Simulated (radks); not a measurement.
Results of a calculation; reference values are marked as such.
Sm, 62 electrons, occupied as [Xe] 4f5 5d1 6s2 (not the ground configuration). Level of theory: scalar-relativistic Kohn-Sham, r2SCAN, spin-polarised, spherical densities, finite nucleus; open shells are filled with parallel spins first (spin-orbit coupling, left out, can overturn this in heavy ions); meta-GGA in the generalised Kohn-Sham scheme; Fermi nuclear charge, rms radius 5.0819 fm (a radial shooting solver on a logarithmic mesh with Libxc functionals).

Normalised radial functions P(r) = r R(r), r in bohr:

r	4f up	6s up
0.001757	0.0000	0.0197
0.002045	0.0000	0.0221
0.0024	0.0000	0.0249
0.002794	0.0000	0.0277
0.003279	0.0000	0.0309
0.003817	0.0000	0.0340
0.004444	0.0000	0.0372
0.005215	0.0000	0.0405
0.006071	0.0000	0.0435
0.007124	0.0000	0.0462
0.008294	0.0000	0.0481
0.009656	0.0000	0.0490
0.01133	0.0000	0.0487
0.01319	0.0001	0.0466
0.01548	0.0001	0.0421
0.01802	0.0002	0.0353
0.02098	0.0004	0.0256
0.02462	0.0007	0.0121
0.02866	0.0011	-0.0035
0.03363	0.0020	-0.0222
0.03916	0.0034	-0.0408
0.04558	0.0057	-0.0582
0.05349	0.0097	-0.0722
0.06227	0.0157	-0.0782
0.07308	0.0258	-0.0735
0.08508	0.0405	-0.0562
0.09904	0.0625	-0.0262
0.1162	0.0962	0.0159
0.1353	0.1416	0.0591
0.1575	0.2028	0.0954
0.1848	0.2868	0.1135
0.2152	0.3859	0.1019
0.2525	0.5082	0.0558
0.294	0.6359	-0.0130
0.3422	0.7661	-0.0890
0.4016	0.8923	-0.1499
0.4676	0.9880	-0.1653
0.5487	1.0468	-0.1224
0.6388	1.0537	-0.0309
0.7436	1.0136	0.0862
0.8727	0.9287	0.1991
1.016	0.8191	0.2610
1.192	0.6873	0.2527
1.388	0.5585	0.1702
1.616	0.4353	0.0295
1.896	0.3194	-0.1503
2.207	0.2271	-0.3178
2.59	0.1506	-0.4606
3.016	0.0967	-0.5458
3.511	0.0592	-0.5712
4.12	0.0335	-0.5343
4.796	0.0180	-0.4512
5.628	0.0086	-0.3365
6.552	0.0038	-0.2262
7.628	0.0015	-0.1341
8.951	0.0004	-0.0674
10.42	0.0001	-0.0304
12.23	0.0000	-0.0111
14.24	0.0000	-0.0036

4f up: eigenvalue -9.637 eV, 0 radial nodes, <r> = 0.911 bohr, 90 % of the charge inside 1.55 bohr. 6s up: eigenvalue -4.355 eV, 5 radial nodes at r = 0.0278, 0.110, 0.286, 0.666, 1.66 bohr, <r> = 4.01 bohr, 90 % of the charge inside 5.87 bohr.
